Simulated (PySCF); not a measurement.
All values below come from PBE0-D3(BJ)/def2-TZVP (PySCF). All species are isolated molecules in the gas phase. 

Reference species (SMILES): `C=C=N` (neutral, multiplicity 1).

| Quantity | Result |
|---|---|
| HOMO | -6.94 eV |
| dipole moment | 1.50 D |

Changed species: `C#CN`.

**Question.** Predict the effect on the HOMO and dipole moment.

**Answer.** the HOMO rises by 0.42 eV, to -6.52 eV; the dipole moment rises by 0.38 D, to 1.88 D.
